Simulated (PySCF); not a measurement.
H₃Cl₂OSiTi, charge +1, singlet, geometry from GFN2-xTB (such geometries of metal compounds can be far from the true shape) (the multiplicity is a formal guess); B3LYP/6-31G* run with PySCF.

Input for PySCF:
```python
from pyscf import gto, scf, dft

mol = gto.Mole()
mol.atom = '''
    Ti   -0.37754419    0.51301646    0.66708563
    Cl   -0.20566171   -1.44874539    1.45970201
    Cl    1.66186389    1.08867110    0.54090390
    O    -0.88421066    0.31736393   -0.90706824
    Si   -0.56543591   -0.42665482   -2.38931337
    H    -0.28766120    0.69529194   -3.29376220
    H    -1.79420170   -1.17020442   -2.68516088
    H     0.62218578   -1.25593064   -2.00032839
'''
mol.basis = '6-31g*'
mol.charge = 1
mol.verbose = 4
mol.build()

mf = dft.RKS(mol)
mf.xc = 'b3lyp'
mf.kernel()
```

Question: Write the output that PySCF gives for this input, abridged.

Answer: 
```
PySCF version 2.14.0

[INPUT] verbose = 4
[INPUT] num. atoms = 8
[INPUT] num. electrons = 80
[INPUT] charge = 1
[INPUT] spin (= nelec alpha-beta = 2S) = 0
[INPUT] symmetry False subgroup None
[INPUT] Mole.unit = angstrom
[INPUT] Symbol           X                Y                Z      unit          X                Y                Z       unit  Magmom
[INPUT]  1 Ti    -0.377544190000   0.513016460000   0.667085630000 AA   -0.713455119021   0.969460606794   1.260609142333 Bohr   0.0
[INPUT]  2 Cl    -0.205661710000  -1.448745390000   1.459702010000 AA   -0.388644306210  -2.737732011326   2.758437022377 Bohr   0.0
[INPUT]  3 Cl     1.661863890000   1.088671100000   0.540903900000 AA    3.140467608404   2.057290218729   1.022160230709 Bohr   0.0
[INPUT]  4 O     -0.884210660000   0.317363930000  -0.907068240000 AA   -1.670915983821   0.599730909516  -1.714110549891 Bohr   0.0
[INPUT]  5 Si    -0.565435910000  -0.426654820000  -2.389313370000 AA   -1.068519010894  -0.806260759526  -4.515147895062 Bohr   0.0
[INPUT]  6 H     -0.287661200000   0.695291940000  -3.293762200000 AA   -0.543600884664   1.313911343218  -6.224308477445 Bohr   0.0
[INPUT]  7 H     -1.794201700000  -1.170204420000  -2.685160880000 AA   -3.390549825229  -2.211365863556  -5.074218663596 Bohr   0.0
[INPUT]  8 H      0.622185780000  -1.255930640000  -2.000328390000 AA    1.175760722799  -2.373364941050  -3.780072816292 Bohr   0.0

nuclear repulsion = 528.305649261777
number of shells = 48
number of NR pGTOs = 289
number of NR cGTOs = 108
basis = 6-31g*
ecp = {}

******** <class 'pyscf.dft.rks.RKS'> ********
method = RKS
initial guess = minao
damping factor = 0
level_shift factor = 0
DIIS = <class 'pyscf.scf.diis.CDIIS'>
diis_start_cycle = 1
diis_space = 8
diis_damp = 0
SCF conv_tol = 1e-09
SCF conv_tol_grad = None
SCF max_cycles = 50
direct_scf = True
direct_scf_tol = 1e-13
XC library pyscf.dft.libxc version 7.1.2
    S. Lehtola, C. Steigemann, M. J. T. Oliveira, and M. A. L. Marques,  SoftwareX 7, 1–5 (2018)
XC functionals = b3lyp
    P. J. Stephens, F. J. Devlin, C. F. Chabalowski, and M. J. Frisch,  J. Phys. Chem. 98, 11623 (1994)
radial grids:
    Treutler-Ahlrichs [JCP 102, 346 (1995); DOI:10.1063/1.469408] (M4) radial grids

becke partition: Becke, JCP 88, 2547 (1988); DOI:10.1063/1.454033
pruning grids: <function nwchem_prune>
grids dens level: 3
symmetrized grids: False
atomic radii adjust function: <function treutler_atomic_radii_adjust>
small_rho_cutoff = 0
Set gradient conv threshold to 3.16228e-05
Initial guess from minao.
tot grids = 121352
init E= -2136.72475051694
  HOMO = -0.368592282213466  LUMO = -0.154264602944135  gap/eV = 5.83215
cycle= 1 E= -2135.83578352402  delta_E= 0.889  |g|=  1.2  |ddm|= 2.92
  HOMO = -0.495679496764657  LUMO = -0.469155322363587  gap/eV = 0.72176
cycle= 2 E= -2119.28606538943  delta_E= 16.5  |g|= 8.39  |ddm|= 4.83
  HOMO = -0.464151266421351  LUMO = -0.395807391901875  gap/eV = 1.85973
cycle= 3 E= -2135.46830506385  delta_E= -16.2  |g|= 2.07  |ddm|= 3.83
  HOMO = -0.491178928651657  LUMO = -0.398765132230785  gap/eV = 2.51471
cycle= 4 E= -2135.92290344108  delta_E= -0.455  |g|= 1.21  |ddm|= 0.611
  HOMO = -0.495177408361019  LUMO = -0.380751946965471  gap/eV = 3.11368
cycle= 5 E= -2136.07706798181  delta_E= -0.154  |g|= 0.871  |ddm|= 0.326
  HOMO = -0.500728991204662  LUMO = -0.338173284650082  gap/eV = 4.42337
cycle= 6 E= -2136.22942033296  delta_E= -0.152  |g|= 0.0451  |ddm|= 0.486
  HOMO = -0.504878188987009  LUMO = -0.345974569858772  gap/eV = 4.32399
cycle= 7 E= -2136.2299269906  delta_E= -0.000507  |g|= 0.0244  |ddm|= 0.0675
  HOMO = -0.504763031746474  LUMO = -0.343942303264936  gap/eV = 4.37615
cycle= 8 E= -2136.2300622954  delta_E= -0.000135  |g|= 0.00293  |ddm|= 0.0182
  HOMO = -0.504792743167553  LUMO = -0.344031447124368  gap/eV = 4.37454
cycle= 9 E= -2136.23006426837  delta_E= -1.97e-06  |g|= 0.0012  |ddm|= 0.00395
  HOMO = -0.504794723425414  LUMO = -0.34404002714038  gap/eV = 4.37436
cycle= 10 E= -2136.230064664  delta_E= -3.96e-07  |g|= 0.000479  |ddm|= 0.00163
  HOMO = -0.504789183754177  LUMO = -0.344042959426866  gap/eV = 4.37413
cycle= 11 E= -2136.23006471985  delta_E= -5.59e-08  |g|= 0.000109  |ddm|= 0.000427
  HOMO = -0.504790749098035  LUMO = -0.3440550649794  gap/eV = 4.37384
cycle= 12 E= -2136.23006472309  delta_E= -3.24e-09  |g|= 2.53e-05  |ddm|= 0.000118
  HOMO = -0.504790338257011  LUMO = -0.344052246666422  gap/eV = 4.37391
cycle= 13 E= -2136.23006472332  delta_E= -2.25e-10  |g|= 3.47e-06  |ddm|= 3.5e-05
  HOMO = -0.504790446943232  LUMO = -0.344052311645611  gap/eV = 4.37391
Extra cycle  E= -2136.23006472332  delta_E= 2.27e-12  |g|= 8.14e-06  |ddm|= 9.43e-06
converged SCF energy = -2136.23006472332
```
